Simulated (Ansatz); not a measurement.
Coupled-cluster diagnostics for Sb3⁺ (the lowest singlet isomer of a short search), Ansatz.

Geometry of the singlet (PBE-D4/def2-SVP):

```xyz
3

Sb   -1.5656    0.0683   -0.2970
Sb    0.5341    0.1275    1.4975
Sb    1.0316   -0.1958   -1.2006
```

In the def2 sets Sb takes a core potential; there is no spin–orbit coupling. Correlated methods freeze 12 core orbitals; core or outer-core shells of Sb are correlated, in sets that lack core-valence functions. The structure comes from a short search, and lower isomers may exist.

(1) Estimate the CCSD(T) correlation energy, the shares of MP2 and (T), T1 and the reference's ⟨S²⟩ for: charge 1, singlet, own geometry in def2-TZVPP; and the rough time on 4 threads of Arm Neoverse V1 on a shared host.

## Answers

(1) 
| state | basis | correlation (eV) | MP2 share (%) | (T) share (%) | T1 | ⟨S²⟩ (pure) | wall time | remarks |
| --- | --- | --- | --- | --- | --- | --- | --- | --- |
| charge 1, singlet, own geometry | def2-TZVPP | -27.010 | 100.9 | 4.2 | 0.014 | 0.00 (0.00) | 18 s | restricted SCF unstable |
Customary marks for T1 are 0.02 (closed shells), 0.045 (open shells) and about 0.05 (3d metals). T1 stays under 0.02 throughout.
